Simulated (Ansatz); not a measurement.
Geometry optimisation, RKS BLYP-D4/def2-SVP (Ansatz 0.2.0).

Input:

```yaml
crystal:
  periodic: [false, false, false]
  atoms:
    - { symbol: B, position_ang: [0.050712, -0.134021, -0.10746] }
    - { symbol: H, position_ang: [0.004965, -0.54364, 1.023471] }
    - { symbol: "N", position_ang: [1.27326, -0.138119, -0.789482] }
    - { symbol: H, position_ang: [2.141329, -0.433688, -0.346457] }
    - { symbol: H, position_ang: [1.381027, 0.175617, -1.755372] }
    - { symbol: F, position_ang: [-1.083655, 0.256538, -0.710526] }
    - { symbol: Cl, position_ang: [0.096477, 2.530451, 1.41175] }
    - { symbol: H, position_ang: [0.075885, 1.210163, 1.638776] }
basis:
  gaussian: { orbitals: def2-SVP }
hamiltonian:
  xc: blyp
  dispersion: d4
relax:
  f_tol: 0.03
  max_steps: 50
```

Command:

```bash
$ ansatz run input.yaml --threads 1 --pin off --max-ram 2048MiB --backend cpu --events-out ev --progress --plain --runs-dir out
```

Question: Where does it end, and by what steps?

Answer: The forces met the threshold. After 7 steps the energy has fallen by 0.075 eV; Cl7 moved furthest, 0.42 Å.

```tsv
step	energy less start (eV)	largest force component (eV/Å)	accepted
0	0.0000	0.876	yes
1	-0.0499	0.727	yes
2	-0.0559	0.563	yes
3	-0.0613	0.702	yes
4	-0.0685	0.286	yes
5	-0.0663	0.543	no
6	-0.0746	0.043	yes
7	-0.0749	0.021	yes
```

```xyz
8
Properties=species:S:1:pos:R:3
B 0.033 -0.190 -0.200
H -0.045 -0.412 0.997
N 1.276 -0.183 -0.842
H 2.155 -0.330 -0.346
H 1.384 0.002 -1.841
F -1.101 0.018 -0.896
Cl 0.173 2.658 1.802
H 0.065 1.362 1.692
```

Whether the end is a true minimum wasn't checked by a vibrational analysis.

The run took 21 s on 1 thread of Arm Neoverse V1, on a shared host, peak memory 0.14 GiB.
